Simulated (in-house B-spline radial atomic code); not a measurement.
**RPA and G0W0 on LC-wPBE: the bismuth ion Bi³⁺**

Configuration [Xe] 4f14 5d10 6s2, mean-field start LC-wPBE. Computed with an all-electron radial atomic-structure program (B-spline basis): all electrons, scalar-relativistic (spin-free one-electron X2C), finite nucleus, each spin shell either full or empty, empty states to l = 9 with an (l + 1/2)⁻⁴ tail; G0W0 by contour deformation at full frequency.

Without the two-electron picture change, the correlation of inner shells comes somewhat too large for so heavy an element.

Command:
```bash
python run_gw.py task.json out
```
Settings (radii: box in bohr, nucleus in fm):
```
Z                        83
electrons                80
configuration            [Xe] 4f14 5d10 6s2
hamiltonian              x2c
method                   lc_wpbe
lmax                     9
rms_radius               5.5211
spin_polarised           False
box_radius               14.14
intervals                68
ion_configuration        [Xe] 4f14 5d10 6s1
```

Cost of the run: 27 s on 1 thread of Arm Neoverse N1, on a shared host.

Energies (hartree):

| term | value |
| --- | --- |
| mean-field total | -21533.61377 |
| Hartree-Fock functional on these orbitals | -21527.67751 |
| direct second order | -8.1088 |
| second-order exchange | 2.0002 |
| SOSEX correction | 1.8896 |

Question: What is the RPA correlation energy, and what remains with SOSEX?

Answer: RPA gives -7.1663 hartree (-2.44 eV per electron); RPA + SOSEX gives -5.2768, and the second-order doubles -6.1086 hartree (no singles). SOSEX takes back 26 % of the RPA value.

Quasi-particle levels (eV):

```json
{"level": "6s", "occupied": "yes", "mean field": "-43.67", "Σx - vxc": "0.71", "Σc": "?", "QP weight": "?", "G0W0": "?"}
{"level": "5d", "occupied": "yes", "mean field": "-59.82", "Σx - vxc": "-3.72", "Σc": "-0.01", "QP weight": "0.951", "G0W0": "-63.55"}
{"level": "6p", "occupied": "no", "mean field": "-24.066", "Σx - vxc": "1.42", "Σc": "-1.22", "QP weight": "0.974", "G0W0": "-23.868"}
```

G0W0 = mean field + (Σx - vxc) + Σc, with Σc (partial-wave tail included) taken at the quasi-particle energy. Only the outer levels were computed. Levels of low weight are left out.

Question: Where does G0W0 put 6s?

Answer: At -45.18 eV, with Σc = -2.22 eV and a quasi-particle weight of 0.969. The tabulated removal energy is 45.37 ± 0.06 eV (NIST, measured); the calculation leaves out spin-orbit coupling, Breit and QED terms, and what these don't explain is the method's own error.

Question: What does it cost to remove one electron (to [Xe] 4f14 5d10 6s1) by differences of total energies, each species on its own start (correlation terms add to the Hartree-Fock functional)?

Answer: LC-wPBE 44.53 eV, Hartree-Fock functional 42.55 eV, + RPA 44.90 eV, + RPA + SOSEX 44.40 eV, + second order 45.64 eV. Tabulated: 45.37 ± 0.06 eV (NIST, measured); the calculation leaves out spin-orbit coupling, Breit and QED terms, and what these don't explain is the method's own error.
